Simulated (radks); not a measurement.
Polarisability of the oxygen ion O+, [He] 2s2 2p3, at imaginary frequency. Method: non-relativistic Kohn-Sham, LDA (Slater exchange, Perdew-Wang correlation), spin-polarised, spherical densities, point nucleus; open shells are filled with parallel spins first; computed with a radial shooting solver on a logarithmic mesh with Libxc functionals. Response by self-consistent Sternheimer equations with the Hartree and adiabatic LDA kernel.

w (hartree)  alpha1(iw) (bohr^3)
0.00266                    2.647
0.0143                     2.646
0.0360                     2.642
0.0697                     2.627
0.118                      2.592
0.186                      2.517
0.280                      2.377
0.413                      2.148
0.605                      1.822
0.892                      1.419
1.35                      0.9843
2.12                      0.5813
3.59                      0.2734
6.94                     0.09169
17.5                     0.01747

Static values: alpha1 = 2.647 bohr^3 (0.3922 angstrom^3; uncoupled 3.408). C6 = 5.223, triple-dipole C9 = 9.741 atomic units. One-pole (London) frequency 4 C6 / (3 alpha1^2) = 0.994 hartree, against 0.972 for minus the highest occupied eigenvalue. The dipole shielding factor is 0.875, as the force sum rule N/Z = 0.875 demands.
